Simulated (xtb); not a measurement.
AsF$_{3}$, charge -1, quartet, geometry from GFN2-xTB of the parent state (a state made from the parent by changing its charge; the spin is typed, not shown lowest); GFN2-xTB run with xtb.

Input for xtb:
```
$ xtb mol.xyz --gfn 2 --chrg -1 --uhf 3 --json

# file mol.xyz
4

F     -1.81709754    -0.89059814     0.07325721
As     0.13359581    -0.30753965     0.03210749
F      1.89596431     0.70904560    -0.05430292
F     -0.56871808     1.30919791    -0.13668175
```

Write the output that xtb gives for this input, abridged.


```
   ID    Z sym.   atoms
    1    9 F      1, 3, 4
    2   33 As     2

           -------------------------------------------------
          |                Calculation Setup                |
           -------------------------------------------------

           -------------------------------------------------
          |                 G F N 2 - x T B                 |
           -------------------------------------------------

          ...................................................
          :                      SETUP                      :
          :.................................................:
          :  # basis functions                  22          :
          :  # atomic orbitals                  21          :
          :  # shells                            9          :
          :  # electrons                        27          :
          :  max. iterations                   250          :
          :  Hamiltonian                  GFN2-xTB          :
          :  restarted?                      false          :
          :  GBSA solvation                  false          :
          :  PC potential                    false          :
          :  electronic temp.          300.0000000     K    :
          :  accuracy                    1.0000000          :
          :  -> integral cutoff          0.2500000E+02      :
          :  -> integral neglect         0.1000000E-07      :
          :  -> SCF convergence          0.1000000E-05 Eh   :
          :  -> wf. convergence          0.1000000E-03 e    :
          :  Broyden damping             0.4000000          :
          :  net charge                         -1          :
          :  unpaired electrons                  3          :
          ...................................................

 iter      E             dE          RMSdq      gap      omega  full diag
   1    -16.5802617 -0.165803E+02  0.894E+00    0.79       0.0  T
   2    -16.5819440 -0.168236E-02  0.714E+00    0.57       1.0  T
   3    -16.5844862 -0.254221E-02  0.295E+00    0.68       1.0  T
   4    -16.5919121 -0.742590E-02  0.198E+00    0.51       1.0  T
   5    -16.5945039 -0.259178E-02  0.888E-01    0.48       1.0  T
   6    -16.5946158 -0.111876E-03  0.361E-01    0.44       1.0  T
   7    -16.5948656 -0.249827E-03  0.173E-01    0.46       1.0  T
   8    -16.5948847 -0.190737E-04  0.113E-01    0.46       1.0  T
   9    -16.5948990 -0.143307E-04  0.158E-02    0.47       3.2  T
  10    -16.5948991 -0.745383E-07  0.123E-02    0.47       4.1  T
  11    -16.5948992 -0.136317E-06  0.251E-03    0.47      19.9  T
  12    -16.5948992 -0.555899E-08  0.687E-04    0.47      72.8  T
  13    -16.5948992 -0.455113E-09  0.208E-04    0.47     240.6  T

   *** convergence criteria satisfied after 13 iterations ***

         :::::::::::::::::::::::::::::::::::::::::::::::::::::
         ::                     SUMMARY                     ::
         :::::::::::::::::::::::::::::::::::::::::::::::::::::
         :: total energy             -16.592662376836 Eh    ::
         :: gradient norm              0.219315728892 Eh/a0 ::
         :: HOMO-LUMO gap              0.465173452934 eV    ::
         ::.................................................::
         :: SCC energy               -16.594899239432 Eh    ::
         :: -> isotropic ES            0.167611359844 Eh    ::
         :: -> anisotropic ES         -0.004993450298 Eh    ::
         :: -> anisotropic XC         -0.002915719898 Eh    ::
         :: -> dispersion             -0.001663799049 Eh    ::
         :: repulsion energy           0.002236862596 Eh    ::
         :: add. restraining           0.000000000000 Eh    ::
         :: total charge              -1.000000000000 e     ::
         :::::::::::::::::::::::::::::::::::::::::::::::::::::

           -------------------------------------------------
          |                Property Printout                |
           -------------------------------------------------

    * Orbital Energies and Occupations

         #    Occupation            Energy/Eh            Energy/eV
      -------------------------------------------------------------
         1        2.0000           -0.5858544             -15.9419
       ...           ...                  ...                  ...
         3        2.0000           -0.5664604             -15.4142
         4        2.0000           -0.3555881              -9.6760
         5        2.0000           -0.3092047              -8.4139
         6        2.0000           -0.2910605              -7.9202
         7        2.0000           -0.2885756              -7.8525
         8        2.0000           -0.2858552              -7.7785
         9        2.0000           -0.2856772              -7.7737
        10        2.0000           -0.2714883              -7.3876
        11        2.0000           -0.2679649              -7.2917
        12        1.9996           -0.2577561              -7.0139
        13        1.0004           -0.2429499              -6.6110
        14        1.0000           -0.1249609              -3.4004
        15        0.9999            0.0423181               1.1515 (HOMO)
        16        0.0001            0.0594129               1.6167 (LUMO)
        17                          0.2314132               6.2971
        18                          0.2543302               6.9207
        19                          0.3605620               9.8114
        20                          0.4783873              13.0176
        21                          0.9862211              26.8364
      -------------------------------------------------------------
                  HL-Gap            0.0170948 Eh            0.4652 eV
             Fermi-level           -0.0997438 Eh           -2.7142 eV

     #   Z          covCN         q      C6AA      α(0)
     1   9 F        0.695    -0.320    12.567     4.186
     2  33 As       2.127    -0.041   232.849    28.602
     3   9 F        0.695    -0.320    12.567     4.186
     4   9 F        0.737    -0.318    12.538     4.182

 Mol. C6AA /au·bohr⁶  :        641.085950
 Mol. C8AA /au·bohr⁸  :      30586.025555
 Mol. α(0) /au        :         41.155211

Wiberg/Mayer (AO) data.
largest (>0.10) Wiberg bond orders for each atom

 ---------------------------------------------------------------------------
     #   Z sym  total        # sym  WBO       # sym  WBO       # sym  WBO
 ---------------------------------------------------------------------------
     1   9 F    1.018 --     2 As   0.835     3 F    0.116
     2  33 As   2.655 --     4 F    0.986     1 F    0.835     3 F    0.835
     3   9 F    1.018 --     2 As   0.835     1 F    0.116
     4   9 F    1.121 --     2 As   0.986
 ---------------------------------------------------------------------------

Topologies differ in total number of bonds
Writing topology from bond orders to xtbtopo.mol

molecular dipole:
                 x           y           z       tot (Debye)
 q only:        0.284      -0.653       0.068
   full:        0.223      -0.513       0.054       1.429
molecular quadrupole (traceless):
                xx          xy          yy          xz          yz          zz
 q only:       -6.518      -3.802       0.699       0.271       0.485       5.819
  q+dip:       -6.880      -3.622       0.011       0.240       0.663       6.869
   full:       -6.149      -3.180      -0.096       0.208       0.615       6.246

           -------------------------------------------------
          | TOTAL ENERGY              -16.592662376836 Eh   |
          | GRADIENT NORM               0.219315728892 Eh/α |
          | HOMO-LUMO GAP               0.465173452934 eV   |
           -------------------------------------------------

normal termination of xtb
```
